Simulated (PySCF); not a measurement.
C₄H₆F₂.

```xyz
12

F     -1.6497     0.1554    -1.0318
C     -0.6770    -0.3448    -0.2213
C     -0.7689    -0.0573     1.2793
C      0.7689     0.0573     1.2793
C      0.6770     0.3448    -0.2213
F      1.6497    -0.1554    -1.0318
H     -0.5519    -1.4217    -0.4290
H     -1.2434    -0.8093     1.9231
H     -1.2510     0.9178     1.4442
H      1.2510    -0.9178     1.4442
H      1.2434     0.8093     1.9231
H      0.5519     1.4217    -0.4290
```

The structure is a stationary point at PBE0-D3(BJ)/def2-SVP. The structure was generated by enumeration; whether it is a known compound was not checked.

Computed with PBE/pcSseg-1 run with PySCF. Non-relativistic, no solvent.

Q: Give the absolute GIAO shielding of each atom: isotropic value and principal components (ppm). (Estimate from the structure and the level; the computed values follow.)

A: 
| atom | σ(iso) | σ11 | σ22 | σ33 | span |
|---|---|---|---|---|---|
| F1 | 343.1 | 299.0 | 352.4 | 377.8 | 78.8 |
| C2 | 85.5 | 56.1 | 65.3 | 135.0 | 78.9 |
| C3 | 159.4 | 144.1 | 156.4 | 177.8 | 33.6 |
| C4 | 159.4 | 144.1 | 156.4 | 177.8 | 33.6 |
| C5 | 85.5 | 56.1 | 65.3 | 135.0 | 78.9 |
| F6 | 343.1 | 299.0 | 352.4 | 377.8 | 78.8 |
| H7 | 26.5 | 23.4 | 27.3 | 28.9 | 5.5 |
| H8 | 29.2 | 26.0 | 26.3 | 35.4 | 9.4 |
| H9 | 29.9 | 27.0 | 27.9 | 34.9 | 7.8 |
| H10 | 29.9 | 27.0 | 27.9 | 34.9 | 7.8 |
| H11 | 29.2 | 26.0 | 26.3 | 35.4 | 9.4 |
| H12 | 26.5 | 23.4 | 27.3 | 28.9 | 5.5 |
